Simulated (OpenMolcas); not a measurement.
# Levels of Co7+ by method

| Quantity | Value |
| --- | --- |
| Program | OpenMolcas |
| Basis | ANO-RCC-VTZP [6s5p3d2f1g] |
| Scalar Hamiltonian | DKH2, point nucleus |
| Active space | 8 electrons in 8 orbitals (RAS1 3p, at most 2 holes; RAS2 3d) |
| State averaging | 2S+1 = 3 even, 10 roots; 2S+1 = 1 even, 15 roots |
| Spin-orbit coupling | RASSI with atomic mean-field integrals over the reference wave functions, term energies averaged over their components |

Methods on the same reference wave functions:
A. RASSCF
B. SS-RASPT2, IPEA 0.25 Eh, imaginary shift 0.1 Eh (closed shells correlated: 3s)

Energies in cm⁻¹ above 3d² ³F₂, the measured ground level; measured values from Sugar and Corliss, J. Phys. Chem. Ref. Data 10, 1097 (1981).

```csv
Level,A,B,Measured
3d² ³F₂,0.0,0.0,0.0
3d² ³F₃,1410,1415,1430
3d² ³F₄,3151,3150,3144
3d² ¹D₂,21203,20080,19624
3d² ³P₀,24981,23020,22304
3d² ³P₁,25509,23550,22839
3d² ³P₂,26693,24790,24055
3d² ¹G₄,35885,32910,32360
3d² ¹S₀,75275,76070,74247
```

Deviations, from unrounded energies. A percentage is the sum of absolute deviations over the sum of measured energies, with the sign that they share, or ± where signs differ.

| Against measurement | Levels | A | B |
| --- | --- | --- | --- |
| mean absolute deviation (cm-1) | 8 | 1800 | 630 |
| fine structure of the ground term (%) | 2 | ±0.6 | ±0.5 |
| other terms of the ground configuration (%) | 6 | +7.2 | +2.6 |

B lies closest to measurement on these levels. The largest miss of B in the table is 3d² ¹S₀, by +1800 cm-1. The ranking rests on the paired levels alone, and a cruder setting can come out closer through cancelling errors.

From A to B the spin-free energies of the other terms of 3d² shown, above ³F, scale by factors of 0.91 to 1.01.

The lowest spin-free term lies below A's lowest term by 0.161 hartree in B.

CASPT2 does not keep the components of a term degenerate, so their means are used; among the terms shown or strongly mixed into the levels shown the widest spread is 260 cm-1 (3d² ³F, B). Active for correlation alone: 3p; no level in the range computed is led by a configuration that opens it, so any true level of that kind is missing. Without dynamic correlation excited terms often stand tens of per cent too high (terms of higher spin than the ground term too low), and those without a measured partner can miss by more than the paired ones (holds for A). Measured partners are found by configuration, term and J. A level has none where our copy of the source lacks it or the pairing is in doubt (some pairs that miss far off the trend of their configuration count as doubtful), and it then counts in no deviation. Only configurations of the active space appear.
